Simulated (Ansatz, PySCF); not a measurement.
Reaction (SMILES): [CH3][GeH2][CH3] [dimethylgermane] → [CH3][GeH-][CH3] + H+
Each molecule is optimised on its own at B3LYP-D3(BJ)/def2-TZVP (Ansatz, a program for electronic structure).

Quantity: gas-phase deprotonation energy (enthalpy at 298 K, with B3LYP-D3(BJ) rigid-rotor harmonic-oscillator terms from PySCF), in kcal/mol. Cores are frozen in the correlated levels unless marked. Spin-orbit coupling is left out. Frozen are the shells of the preceding noble gas and the d and f shells that filled before the atom's block. Non-relativistic. Anions need diffuse functions: aug- sets have them; def2-D sets add few. Basis-set limits of correlation are two-point, X^-3; Hartree-Fock from the larger set.

```json
[
 {"level": "PBE-D4/def2-TZVPD", "program": "Ansatz + dftd4", "gas-phase deprotonation energy (kcal/mol)": "…"},
 {"level": "r2SCAN0/def2-TZVPD", "program": "Ansatz", "gas-phase deprotonation energy (kcal/mol)": "372.9"},
 {"level": "B2PLYP-D3(BJ)/def2-TZVPD", "program": "Ansatz + dftd3", "gas-phase deprotonation energy (kcal/mol)": "369.9"},
 {"level": "CCSD(T)/CBS(aug-cc-pVTZ,aug-cc-pVQZ)", "program": "Ansatz", "gas-phase deprotonation energy (kcal/mol)": "…"}
]
```

What belongs in the gaps?


- PBE-D4/def2-TZVPD, gas-phase deprotonation energy (kcal/mol): 365.6
- CCSD(T)/CBS(aug-cc-pVTZ,aug-cc-pVQZ), gas-phase deprotonation energy (kcal/mol): 370.7
